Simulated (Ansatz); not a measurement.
A run of Ansatz (development build ahead of 0.2.0) on doublet C7H7 at this shape:

```json
{"atom": "C", "x (Å)": "1.0001", "y (Å)": "0.0073", "z (Å)": "-0.0009"}
{"atom": "C", "x (Å)": "0.2534", "y (Å)": "1.2254", "z (Å)": "0.0024"}
{"atom": "C", "x (Å)": "-1.1351", "y (Å)": "1.2007", "z (Å)": "-0.0030"}
{"atom": "C", "x (Å)": "-1.8385", "y (Å)": "-0.0087", "z (Å)": "-0.0049"}
{"atom": "C", "x (Å)": "-1.1407", "y (Å)": "-1.2037", "z (Å)": "0.0010"}
{"atom": "C", "x (Å)": "0.2463", "y (Å)": "-1.2205", "z (Å)": "-0.0065"}
{"atom": "C", "x (Å)": "2.3983", "y (Å)": "-0.0032", "z (Å)": "0.0090"}
{"atom": "H", "x (Å)": "0.7872", "y (Å)": "2.1600", "z (Å)": "0.0014"}
{"atom": "H", "x (Å)": "-1.6851", "y (Å)": "2.1502", "z (Å)": "-0.0032"}
{"atom": "H", "x (Å)": "-2.9299", "y (Å)": "0.0044", "z (Å)": "0.0090"}
{"atom": "H", "x (Å)": "-1.6844", "y (Å)": "-2.1493", "z (Å)": "0.0022"}
{"atom": "H", "x (Å)": "0.7967", "y (Å)": "-2.1691", "z (Å)": "0.0087"}
{"atom": "H", "x (Å)": "2.9598", "y (Å)": "-0.9446", "z (Å)": "-0.0046"}
{"atom": "H", "x (Å)": "2.9577", "y (Å)": "0.9325", "z (Å)": "0.0074"}
```

Its results:

```yaml
Converged: yes
Reference_energy: -265.88203 hartree
Correlation_energy: -0.30446 hartree
Total_energy: -266.18649 hartree
Spin_squared_of_the_determinant: 1.697
```

Problem. Which input gives this output? Name the method, the orbitals and the basis set, and write the input.

Solution. UHF-MP2 in STO-3G.

```yaml
crystal:
  periodic: [false, false, false]
  atoms:
    - { symbol: C, position_ang: [1.0001, 0.00734, -0.00095] }
    - { symbol: C, position_ang: [0.25342, 1.22538, 0.0024] }
    - { symbol: C, position_ang: [-1.13509, 1.20073, -0.00301] }
    - { symbol: C, position_ang: [-1.83851, -0.0087, -0.00492] }
    - { symbol: C, position_ang: [-1.14075, -1.20371, 0.00104] }
    - { symbol: C, position_ang: [0.2463, -1.22052, -0.00653] }
    - { symbol: C, position_ang: [2.39834, -0.00315, 0.00896] }
    - { symbol: H, position_ang: [0.78716, 2.15997, 0.00137] }
    - { symbol: H, position_ang: [-1.68509, 2.15024, -0.00324] }
    - { symbol: H, position_ang: [-2.92991, 0.00439, 0.00896] }
    - { symbol: H, position_ang: [-1.68438, -2.14929, 0.00221] }
    - { symbol: H, position_ang: [0.7967, -2.16908, 0.00872] }
    - { symbol: H, position_ang: [2.95978, -0.94463, -0.00465] }
    - { symbol: H, position_ang: [2.95773, 0.93249, 0.00739] }
basis:
  gaussian: { orbitals: STO-3G }
magnetization:
  spin_polarized: true
  initial_magnetization: 1
hamiltonian:
  xc: hf
correlation:
  method: mp2
  frozen_orbitals: { C: 1, H: 0 }
```

Caution: the unrestricted determinant is a mixture of spin states.
